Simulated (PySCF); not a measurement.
Species: C6H15BSi.
Atom-mapped SMILES: `[SiH3:1][CH2:2][C@H:3]1[CH2:4][BH:5][CH2:6][CH2:7][CH2:8]1` (hydrogens: H9, H10, H11 on Si1; H12, H13 on C2; H14 on C3; H15, H16 on C4; H17 on B5; H18, H19 on C6; H20, H21 on C7; H22, H23 on C8)

The closed-shell ground state was solved at several levels (PySCF, density fitting, gas phase, non-relativistic). Geometry: PBE0-D3(BJ)/def2-SVP, one conformer, isolated molecule.

```tsv
level	basis functions	HOMO (eV)	LUMO (eV)	gap (eV)	dipole (D)
CAM-B3LYP/def2-SVPD	284	-9.27	0.32	9.59	1.15
mPW1PW91/pcSseg-1	218	-7.95	-0.73	7.22	1.15
```

(1) What might PBE0/pcSseg-1 (218 basis functions) give for the same quantities?

(2) Over all these levels, which gives the widest orbital gap and which the narrowest?

(3) How far do the dipole and the HOMO energy spread over the levels?

Answers

(1) HOMO -7.92 eV, LUMO -0.74 eV, gap 7.18 eV, dipole 1.17 D.

(2) CAM-B3LYP/def2-SVPD (range-separated hybrid) has the widest, 9.59 eV, and PBE0/pcSseg-1 (global hybrid, 25 % exact exchange) the narrowest, 7.18 eV. Functional and basis both differ between the two, so the spread mixes both effects.

(3) The dipole runs from 1.15 to 1.17 D (mean 1.16 D) and the HOMO from -9.27 to -7.92 eV.
